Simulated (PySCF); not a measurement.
## Molecular orbitals of TlB

UHF at R = 2.472 Å; PySCF, scalar-relativistic core potentials, basis sets Tl def2-TZVPP with ECP60, B def2-TZVPP. State: ³Π (triplet), unpaired electrons σ ↑, π ↑. Only the outer orbitals are listed, counted within each symmetry, core potentials removing the inner ones.

| spin | orbital | occ. | ε (eV) | on Tl (%) | main shells (%) |
| --- | --- | --- | --- | --- | --- |
| α | 5σ | 1 | -16.09 | 37 | 62 B s, 30 Tl s |
| α | 6σ | 1 | -12.13 | 57 | 55 Tl s, 27 B s, 15 B p |
| α | 7σ | 1 | -7.15 | 48 | 51 B p, 39 Tl p, 8 Tl s |
| α | 3π | 1 | -7.14 | 15 | 84 B p, 13 Tl p |
| α | 3π | 0 | -0.07 | 83 | 83 Tl p, 17 B p |
| α | 4π | 0 | 0.78 | 93 | 92 Tl p |
| β | 5σ | 1 | -13.61 | 64 | 63 Tl s, 31 B s |
| β | 6σ | 1 | -9.13 | 48 | 52 B s, 34 Tl s, 13 Tl p |
| β | 3π | 0 | 0.14 | 89 | 89 Tl p, 10 B p |
| β | 3π | 0 | 0.47 | 97 | 97 Tl p |
| β | 7σ | 0 | 1.39 | 71 | 81 Tl p, 27 B s |

**Question.** Which are the highest filled and the lowest empty level, where do they sit, and how wide is the gap?

**Answer.** Highest filled α 3π at -7.14 eV (in %: 84 B p, 13 Tl p); lowest empty α 3π at -0.07 eV (in %: 83 Tl p, 17 B p); the gap at UHF is 7.07 eV. Both belong to one degenerate shell, split only by its one-sided filling, so this is no excitation gap.

The bond order (Mayer) is 0.94 and the ⟨S²⟩ is 2.022. The charge on Tl (Mulliken, basis-dependent) is 0.35. The charge on Tl (Löwdin, basis-dependent) is 0.33, the dipole moment (positive dipole means Tl(−)B(+)) is -2.56 D and the polarisability along the bond is 113.8 bohr³. The polarisability across the bond is 55.7 bohr³.

These are scalar-relativistic numbers at best; spin–orbit coupling would shift them, the dissociation energy most. The state was picked by a PBE0 search and need not be the measured ground state.
